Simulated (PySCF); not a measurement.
C₅H₆O₂, SMILES O=C1C=CCOC1.

Geometry: B3LYP-D3(BJ)/def2-SVP. The values are those of a single conformer.

Two levels are set side by side: TDDFT-PBE/def2-SVPD (PySCF) and TDDFT-PBE0/def2-SVPD (PySCF). Vertical, same geometry. The lowest singlet is HOMO→LUMO 100 % with PBE and HOMO→LUMO 96 % with the other functional; states are paired by order. Differences are taken from unrounded values.

```csv
quantity,TDDFT-PBE0
lowest singlet excitation (eV),3.48
lowest triplet excitation (TDA) (eV),3.01
first bright state (f over 0.05) (eV),5.88
its oscillator strength,0.20
```

### Question
What does TDDFT-PBE give, and how far is it from TDDFT-PBE0? (Estimate from the structure and the level; the computed values follow.)

### Answer

```json
[
 {"quantity": "lowest singlet excitation (eV)", "TDDFT-PBE": "2.89", "TDDFT-PBE minus TDDFT-PBE0": "-0.60"},
 {"quantity": "lowest triplet excitation (TDA) (eV)", "TDDFT-PBE": "2.51", "TDDFT-PBE minus TDDFT-PBE0": "-0.49"},
 {"quantity": "first bright state (f over 0.05) (eV)", "TDDFT-PBE": "5.19", "TDDFT-PBE minus TDDFT-PBE0": "-0.69"},
 {"quantity": "its oscillator strength", "TDDFT-PBE": "0.05", "TDDFT-PBE minus TDDFT-PBE0": "-0.15"}
]
```

A lower first singlet is the usual sign of a functional without exact exchange. Differences between two approximate levels are no errors against the true value.

Rough cost on one machine, each run with all the roots and properties that it gave: TDDFT-PBE0 against TDDFT-PBE about 4 times.
